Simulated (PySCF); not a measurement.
# Working out the ionisation energy of Re⁺

Re⁺ [Xe] 4f14 5d5 6s1 (7S) → Re²⁺ [Xe] 4f14 5d5 (6S). Calculation: PySCF 2.14, in aug-cc-pVTZ-PP with ECP60MDF (6s6p5d3f2g, 88 functions); a scalar-relativistic core potential. Frozen: 5s2 5p6. Energies in hartree (1 hartree = 27.21139 eV):

| part | Re⁺ (lower) | Re²⁺ (upper) |
| --- | --- | --- |
| UHF | -77.620311 | -77.042320 |
| CCSD correlation | -0.083388 | -0.059132 |
| (T) | -0.001761 | -0.000765 |

What does Hartree-Fock give?

(-77.042320) − (-77.620311) = 0.577991 hartree = 15.728 eV.

What do CCSD and CCSD(T) give?

The CCSD correlation energies differ by 0.024256 hartree = 0.660 eV and the triples by 0.000996 hartree = 0.027 eV, so CCSD gives 16.388 eV and CCSD(T) 16.415 eV.

Reference: 16.6 ± 0.5 eV (semi-empirical (NIST evaluation); NIST Atomic Spectra Database, ionization energies).

What remains against the reference includes basis incompleteness, the frozen core and higher excitations.
